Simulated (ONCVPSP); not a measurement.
# Transferability test, ONCV potential for Ce

| Item | Value |
| --- | --- |
| Element | Ce (Z = 58) |
| Generator | ONCVPSP 4.0.1 |
| Type | optimised norm-conserving Vanderbilt (ONCV) |
| Functional | PBE |
| Relativity | fully relativistic |
| Frozen core | [Kr] 4d10 |
| Valence charge | 12 |
| Reference configuration | 4f1 5s2 5p6 5d1 6s1.5 6p0.5 |
| Partial waves | 5s+6s: rc 2.20 bohr, ncon 3, nbas 6, qcut 4.7 1/bohr, 2 projectors; 5p+6p: rc 3.05 bohr, ncon 4, nbas 8, qcut 4.4 1/bohr, 2 projectors; 5d: rc 4.00 bohr, ncon 3, nbas 7, qcut 4 1/bohr, 2 projectors, debl 0.3 Ha; 4f: rc 1.05 bohr, ncon 4, nbas 9, qcut 13.7 1/bohr, 3 projectors, debl 3 Ha |
| Local potential | polynomial inside 1.05 bohr (lpopt 5, dvloc0 0 Ha) |
| Core correction | Teter function, fcfact 1.5, rcfact 1.25 |

Open shells are filled in proportion to 2j + 1.

Energies are relative to the spin-unpolarised reference configuration 4f1 5s2 5p6 5d1 6s1.5 6p0.5; without spin polarisation the order of configurations can differ from experiment.

```tsv
valence configuration	charge	ΔE all-electron (eV)	error AE − PS (meV)
4f1 5s2 5p6 5d1 6s1 6p0	+1	4.863	-0.1
4f1 5s2 5p6 5d1 6s0 6p0	+2	15.942	-4.2
4f1 5s2 5p6 5d1 6s1.5 6p0	+0.5	1.234	0.0
```

Question: What are ΔE and the potential's error for 4f1 5s2 5p6 5d1 6s2 6p0?

Answer: ΔE = -1.208 eV all-electron; the error (AE − PS) is -0.1 meV.

Note: ghosts flagged at negative energy: s at -178.3 eV, p3/2 at -18.0 eV, p1/2 at -2.58 eV; GHOST(+) flagged for d5/2 at 37.1 eV, d3/2 at 42.9 eV. A true bound ghost makes a file unfit for plane-wave use.
